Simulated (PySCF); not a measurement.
CH3ClFNSi2. Atoms are numbered in the order given.

```xyz
9

F      1.3336     0.4918     1.5088
Si     0.4064     0.1075     0.2209
Cl     1.6831    -0.5032    -1.2839
N     -0.6293     1.4934    -0.2952
C     -1.8080     0.9593    -0.1662
Si    -1.7040    -0.8657     0.5107
H     -2.7144     1.5557    -0.4290
H     -2.2121    -1.9566    -0.3958
H     -2.2698    -1.0660     1.8926
```
Charge 0, spin multiplicity 1.

Coordinates come from a PBE-D3(BJ)/def2-SVP optimisation. The structure was generated by enumeration; whether it is a known compound was not checked.

The numbers are results of KT2/pcSseg-1 in PySCF, not measurements.

GIAO shieldings, no solvent; atoms alike by connectivity are averaged. δ = σ(ref) − σ: ¹⁹F against CFCl3 (σ = 127.1 ppm); ²⁹Si against TMS (σ = 361.9 ppm); ³⁵Cl against HCl (σ = 945.4 ppm); ¹⁵N against NH3 (σ = 266.2 ppm); ¹³C against TMS (σ = 185.1 ppm); ¹H against TMS (σ = 31.47 ppm), references at their B3LYP-D3(BJ)/def2-TZVP geometries, non-relativistic (without spin–orbit terms, shifts of atoms bonded to Cl or Br come out too high).

| nucleus | atoms | count | δ (ppm) |
|---|---|---|---|
| ¹⁹F | F1 | 1 | -134.3 |
| ²⁹Si | Si2 | 1 | 10.2 |
| ²⁹Si | Si6 | 1 | 10.0 |
| ³⁵Cl | Cl3 | 1 | 145.5 |
| ¹⁵N | N4 | 1 | 542.8 |
| ¹³C | C5 | 1 | 203.9 |
| ¹H | H7 | 1 | 10.62 |
| ¹H | H8, H9 | 2 | 6.38 |
